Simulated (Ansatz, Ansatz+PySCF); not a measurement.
```xyz
2

Cd    0.0000    0.0000    0.0000
H     0.0000    0.0000    1.7600
```

Basis set: def2-SVP (spherical functions, with the set's core potentials past Kr). Charge 0, multiplicity 2.

Computed with Ansatz (development build ahead of 0.2.0); each method stands on the lowest determinant of its kind that the runs found. Restricted functionals stand beside restricted open-shell atoms, which can lie above the unrestricted atoms usual in DFT and then raise those values.

(1) Give the atomization energy at this shape (free ground-state atoms in the same class of orbitals less the molecule, no zero-point energy) of doublet CdH by PBE0 (unrestricted), PBE0 (restricted open-shell), UHF, ROHF.

Answers

(1)

```json
{"method": "PBE0 (unrestricted)", "atomization energy": "75.2 kJ/mol"}
{"method": "PBE0 (restricted open-shell)", "atomization energy": "71.3 kJ/mol"}
{"method": "UHF", "atomization energy": "54.5 kJ/mol"}
{"method": "ROHF", "atomization energy": "46.4 kJ/mol"}
```
